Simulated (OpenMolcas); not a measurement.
## Pd2+: ligand-field states by method

Pd2+ with 6 ligands (chloride) in trigonal prismatic coordination (D3h) at 2.62 Å, a polar angle of 52.0° against the regular 49.1°. A charge of +0.667 e stands 2.4 Å behind each ligand. Ligand basis ANO-RCC-VDZP.

```json
{
  "Program": "OpenMolcas 26.06",
  "Basis": "ANO-RCC-VTZP [7s6p4d2f1g]",
  "Scalar Hamiltonian": "DKH2, point nucleus",
  "Active space": "8 electrons in 5 orbitals (4d)",
  "State averaging": "2S+1 = 3 even, 10 roots; 2S+1 = 1 even, 15 roots",
  "Spin-orbit coupling": "RASSI with atomic mean-field integrals over the reference wave functions"
}
```

I. CASSCF
II. SS-CASPT2, IPEA 0.25 Eh, imaginary shift 0.1 Eh (closed shells correlated: 4s 4p and the ligand valence shells)

Spin-free states (labels of D3, the rotations of D3h) in cm-1, each column counted from its own energy of the first state listed:

```csv
State,Degeneracy,I,II
3A2,1,0,0
3A2,1,2835,3330
3A1,1,2836,3410
3E,2,3256,4020
3E,2,7810,11430
1E,2,12197,6430
1E,2,13986,8440
1A1,1,15311,9160
3E,2,16407,13880
3A2,1,18676,17540
1A1,1,19487,13720
1A2,1,19671,13470
1E,2,20669,17340
1A1,1,22705,21270
1E,2,22862,21310
1E,2,23920,21390
1A1,1,46860,36910
```

From I to II, I's first state of the same spin (3A2) moves from 2835 to 3330 cm-1, by about +490 cm-1.

From I to II, I's first state of another spin (1E) moves from 12197 to 6430 cm-1, by about -5800 cm-1.

χT at 300 K: I 2.08, II 1.88 cm3 K/mol.

Roots that are degenerate in the reference are averaged as groups; the widest CASPT2 spread within a group is 140 cm-1 (the 2-fold group of multiplicity 3 near 11400 cm-1 above the lowest state of its run, II). Shifts and gaps below about the spread of the groups concerned are not significant. Over all roots computed the reference weight is 0.64 to 0.66 in II; a low but even weight reflects the number of correlated electrons. Real 4d8 and 5d8 ions are as a rule square planar and diamagnetic. Ligand-to-metal charge-transfer states are missing. With no ligand orbital active B as a rule stays too high, so bands that hang on it stand too high and its fall with covalency is understated. Without dynamic correlation the repulsion within the d shell is too large (B by tens of per cent), so at a given field states of lower spin stand too high (holds for I). With metal d orbitals alone the field can be off either way by tens of per cent (holds for I). No measured value stands beside these numbers; the geometry is a model, was not optimised and need not be the one that this ion takes.
